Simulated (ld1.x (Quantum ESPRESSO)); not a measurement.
Transferability test, TM potential for Br

```
Element                 : bromine
Generator               : ld1.x (Quantum ESPRESSO) 7.5
Type                    : norm-conserving Troullier–Martins (Kleinman–Bylander form)
Functional              : Wu–Cohen
Relativity              : fully relativistic
Frozen core             : [Ar] 3d10
Valence charge          : 7
Reference configuration : 4s2 4p4.5 (charge +0.5)
Partial waves           : 4s (bound): rc 1.10 bohr; 4p (bound): rc 1.70 bohr; 4d channel at 0.3 Ry: rc 1.80 bohr
Local potential         : the d channel
Core correction         : Bessel-smoothed model core inside 0.95 bohr
```

Open shells are filled in proportion to 2j + 1 (rel_dist='average').

Energies are relative to the spin-unpolarised reference configuration 4s2 4p4.5; without spin polarisation the order of configurations can differ from experiment. The d channel is local and has no spin–orbit splitting in the pseudo-atom. The frozen-core shift is the all-electron ΔE with the core orbitals held at their reference shape minus the fully relaxed ΔE.

(1) Give the all-electron excitation energy and the error of the potential for: 4s2 4p5; 4s2 4p4; 4s2 4p3; 4s2 4p5.3; 4s1 4p6; 4s2 4p1; 4s2 4p2.

Levels in the configuration 4s1 4p6:

```
   level  all-electron (eV)  pseudo (eV)
4s j=1/2            -20.944      -20.972
4p j=1/2             -8.808       -8.812
4p j=3/2             -8.285       -8.287
```

Answers

(1)

| valence configuration | charge | ΔE all-electron (eV) | error AE − PS (meV) | frozen-core shift (meV) |
| --- | --- | --- | --- | --- |
| 4s2 4p5 | 0 | -5.078 | -1.6 | +0.4 |
| 4s2 4p4 | +1 | 7.489 | -2.2 | +0.9 |
| 4s2 4p3 | +2 | 30.289 | -25 | +14 |
| 4s2 4p5.3 | -0.3 | -7.041 | -3.5 | +0.8 |
| 4s1 4p6 | 0 | 7.310 | -11 | +2.1 |
| 4s2 4p1 | +4 | 110.496 | -167 | +188 |
| 4s2 4p2 | +3 | 64.349 | -79 | +63 |
